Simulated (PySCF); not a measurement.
## SeO⁺: from constants to spectrum

PBE constants of SeO⁺, ²Π (doublet), unpaired electrons π ↑ (Se cc-pVDZ-PP with ECP10, O cc-pVDZ; scalar-relativistic core potentials (PySCF 2.14); masses 79.9165 and 15.9949 u):

| Item | Value |
| --- | --- |
| ωe | 987.0 cm⁻¹ |
| ωexe | 4.15 cm⁻¹ |
| Be | 0.48158 cm⁻¹ |
| αe | 0.00292 cm⁻¹ |
| D (centrifugal) | 4.59e-07 cm⁻¹ |
| De to Se⁺ + O | 4.66 eV |

(1) Give the vibrational terms G(v) and spacings up to v = 6.

(2) How well does the Morse estimate ωe²/(4ωexe) reproduce De, and what is D0?

Spin–orbit coupling is left out. For an ion De counts to the pair picked by the measured ionisation energies or electron affinities, which need not be the lowest pair at this level. The state is the lowest determinant that a PBE0 search found; another state may lie lower at other levels.

Answers

(1) G(v) = ωe(v+½) − ωexe(v+½)².

```csv
v,G(v) (cm⁻¹),G(v) − G(v−1),Bv (cm⁻¹)
0,492.5,,0.4801
1,1471.2,978.7,0.4772
2,2441.6,970.4,0.4743
3,3403.7,962.1,0.4714
4,4357.5,953.8,0.4684
5,5303.0,945.5,0.4655
6,6240.2,937.2,0.4626
```

(2) It gives 7.28 eV, 156 % of the computed De. D0 = De − G(0) = 4.66 − 0.06 = 4.60 eV.
